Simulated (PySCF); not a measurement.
# Two-dimensional NMR puzzle

Compound of formula C₅H₁₄N₂OSi. Correlations simulated from computed shifts and the bond graph:

HSQC (one-bond C–H):
```csv
δH,δC
12.18,250.7
2.75,40.3
```

COSY cross peaks (H two or three bonds apart, from the bond graph; peaks can be absent where the dihedral angle is near 90°):
```csv
δH,δH
12.18,4.81
```

HMBC (two and three bonds, from the bond graph):
```csv
δH,δC
4.81,"250.7, 40.3"
2.75,40.3
```

- geometry from GFN2-xTB
- PBE0/pcSseg-1 with gauge-including orbitals
- code: PySCF 2.14.0 with density-fitted response routines
- non-relativistic Hamiltonian, isolated molecule, fast rotation and ring inversion assumed for equivalent nuclei, one conformer

Chemical shifts δ = σref − σ; ¹H and ¹³C vs TMS, all at this level.

Exchangeable hydrogens are left out of these lists.

Q: Which molecule is this?

A: SMILES CN(C)[SiH](C=O)N(C)C.

Numbering as in the mapped SMILES `[CH3:1][N:2]([CH3:3])[SiH:4]([CH:5]=[O:6])[N:7]([CH3:8])[CH3:9]` (H(Xn): hydrogen on atom n).

- δC 250.7 is C5, a carbonyl carbon (δH 12.18).
- δC 40.3 is C1/C3/C8/C9, a methyl carbon bonded to N (δH 2.75).
- COSY links 12.18–4.81.

The shifts were computed for this structure.

Shifts are as computed. Against solution values, carbons near 30 ppm lie about +3 ppm off and those near 130 ppm about +5 ppm. Of 1309 compounds with measured shifts, 239 miss one by over three times the rms of a fit or turn the order of signals round; such compounds aren't used in these exercises.
